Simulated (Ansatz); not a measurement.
`[NH2][In]([Br])[Br]` + HCl → `[Cl][In]([Br])[Br]` + NH₃ at 700 K and 1 bar (ligand exchange at the In–N bond).

Calculated with Ansatz (gas phase, PBE0-D4/def2-TZVP geometries, no zero-point term in ΔE). CBS: MP2 limit from def2 TZ/QZ plus the TZ coupled-cluster correction, frozen cores. This one scheme is used for every species. Elements past krypton have def2 core potentials. For Br, In outer-core shells are correlated without core-valence functions, which leaves a few kJ/mol of doubt a bond. Scalar relativity is left out up to krypton. Each species was taken in one conformer, which may not be the lowest.

```
              species  CCSD(T)/CBS energy (Eh)  H − E (kJ/mol)  S (J/(mol·K))
`[NH2][In]([Br])[Br]`              -5392.48319           131.9          466.2
                  HCl               -460.38127            38.4          211.8
 `[Cl][In]([Br])[Br]`              -5796.39121            58.8          441.9
                  NH₃                -56.50880           116.9          226.5
```

H − E and S are ideal-gas, rigid-rotor, harmonic terms from PBE0-D4/def2-TZVP, for one conformer and one mirror image of each species. 1 Eh = 2625.50 kJ/mol, R = 8.31446 J/(mol·K).

Question: By hand: ΔE, ΔH, ΔS and ΔG.

Answer: ΔE = (-5796.39121) + (-56.50880) − (-5392.48319) − (-460.38127) = -0.03555 Eh = -93.3 kJ/mol. Δ(H − E) = 58.8 + 116.9 − 131.9 − 38.4 = 5.4, so ΔH = -87.9 kJ/mol. ΔS = 441.9 + 226.5 − 466.2 − 211.8 = -9.6 J/(mol·K). ΔG = -87.9 − 700 × (-9.6)/1000 = -81.2 kJ/mol.

Question: By hand: the equilibrium constant, and the temperature at which ΔG would vanish if ΔH and ΔS stayed fixed.

Answer: log₁₀ K = −ΔG/(RT ln 10) = 6.1. ΔG = 0 at ΔH/ΔS = 9156 K, far beyond where these terms or the molecules hold.

The number of gas molecules stays the same, so ΔS is small and ΔH decides. A doubt of 5 kJ/mol in ΔE shifts log₁₀ K by 0.4 here. Other conformers and mirror images would add mixing entropy, several J/(mol·K) or more a flexible species. These are equilibria of isolated gas molecules and say nothing of rates. Largest T1 diagnostic: 0.011 (customary marks: 0.02 for closed shells, 0.045 for open ones).
